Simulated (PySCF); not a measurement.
# Highest orbital energy against ionisation energy along group 13

Calculated with PySCF 2.14, no spin-orbit coupling. Each cell gives −ε(HOMO) / ΔSCF in eV; NIST values include spin-orbit coupling, (s) semi-empirical, (t) theoretical.

| species | UHF | LDA | PBE | PBE0 | r2SCAN | NIST (lowest levels) |
| --- | --- | --- | --- | --- | --- | --- |
| B⁺ (x2c-QZVPPall, spin-free X2C) | 23.784 / 23.449 | 19.413 / 24.560 | 19.510 / 24.612 | 20.798 / 24.567 | 19.727 / 24.263 | 25.155 |
| Al⁺ (x2c-QZVPPall, spin-free X2C) | 17.781 / 17.551 | 14.917 / 18.929 | 14.808 / 18.790 | 15.764 / 18.684 | 14.962 / 18.410 | 18.829 |
| Ga⁺ (x2c-QZVPPall, spin-free X2C) | 19.035 / 18.750 | 16.652 / 21.166 | 16.329 / 20.790 | 17.218 / 20.443 | 16.610 / 20.525 | 20.515 |
| In⁺ (x2c-QZVPPall, spin-free X2C) | 17.293 / 17.015 | 15.294 / 19.405 | 14.918 / 18.975 | 15.730 / 18.662 | 15.108 / 18.695 | 18.870 |
| Tl⁺ (x2c-QZVPPall, spin-free X2C) | 18.715 / 18.352 | 16.649 / 20.956 | 16.273 / 20.515 | 17.125 / 20.183 | 16.509 / 20.360 | 20.428 |

**Question.** How far is −ε(HOMO) from ΔSCF on average for each method, and why?

**Answer.** UHF 0.30 eV; LDA -4.42 eV; PBE -4.37 eV; PBE0 -3.18 eV; r2SCAN -3.87 eV. Hartree-Fock orbital energies lack relaxation and so exceed the ΔSCF value; semilocal functionals have convex E(N) from self-interaction, so their HOMO lies far too high; exact exchange moves hybrids part of the way back.
